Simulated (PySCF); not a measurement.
Fractional electron number in Re (rhenium, neutral)

The 6s beta orbital of [Xe] 4f14 5d5 6s2 is emptied in steps (occupation f), with all orbitals relaxed, ending at [Xe] 4f14 5d5 6s1. Calculation: PySCF 2.14, in def2-TZVPPD with the def2 core potential (60 electrons) (6s5p3d2f1g, 59 functions); a scalar-relativistic core potential. The exact energy is a straight line in f; departures are measured from the line between the end points of the same method.

```tsv
f	BHandHLYP (eV)
1	0.000
0.9	-0.140
0.7	-0.330
0.5	-0.398
0.3	-0.340
0.1	-0.147
0	0.000
```

```tsv
method	E(f=0) − E(f=1) (eV)	−ε at f=1 (eV)	−ε at f=0.5 (eV)
BHandHLYP	7.606	6.064	7.576
```

Orbital energy along the path (eV):

| f | BHandHLYP |
| --- | --- |
| 1 | -6.064 |
| 0.9 | -6.357 |
| 0.7 | -6.955 |
| 0.5 | -7.576 |
| 0.3 | -8.227 |
| 0.1 | -8.914 |
| 0 | -9.199 |

Reference removal energy between the ground levels: 7.834 eV (measured; NIST Atomic Spectra Database, ionization energies).
